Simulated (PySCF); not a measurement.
CHOS, SMILES [OH+]=C=S, charge +1.

Geometry optimised at B3LYP-D3(BJ)/def2-TZVP. The isomer is the one that the SMILES or the coordinates give; other isomers of the formula were not compared.

These are PySCF with TDA-M06-2X/def2-SVPD values and carry that method's errors.

Vertical excitations. Isolated molecule, no solvent. State labels are in the subgroup Cs.

```csv
state,symmetry,energy (eV),λ (nm),f,main pairs
S1,A",4.68,265,0.000,HOMO→LUMO 92 %
S2,A',5.67,219,0.000,"HOMO−1→LUMO 50 %, HOMO→LUMO+1 49 %"
S3,A",5.95,208,0.000,HOMO−1→LUMO+1 92 %
S4,A",8.64,144,0.008,HOMO→LUMO+2 91 %
S5,A',9.16,135,0.022,HOMO−1→LUMO+2 90 %
S6,A',9.91,125,0.166,HOMO−2→LUMO 75 %
S7,A",9.98,124,0.001,HOMO−3→LUMO 90 %
S8,A',10.08,123,0.983,"HOMO→LUMO+1 31 %, HOMO−1→LUMO 29 %, HOMO−2→LUMO 13 %, HOMO−2→LUMO+4 6 %"
S9,A",10.31,120,0.005,"HOMO→LUMO+4 69 %, HOMO−2→LUMO+1 14 %"
S10,A",10.56,117,0.017,HOMO−2→LUMO+1 68 %
T1,A',4.37,284,0,"HOMO−1→LUMO 71 %, HOMO→LUMO+1 27 %"
T2,A",4.44,279,0,HOMO→LUMO 99 %
T3,A',5.00,248,0,"HOMO→LUMO+1 72 %, HOMO−1→LUMO 27 %"
T4,A",5.53,224,0,HOMO−1→LUMO+1 99 %
```
Triplets are in the Tamm–Dancoff approximation.
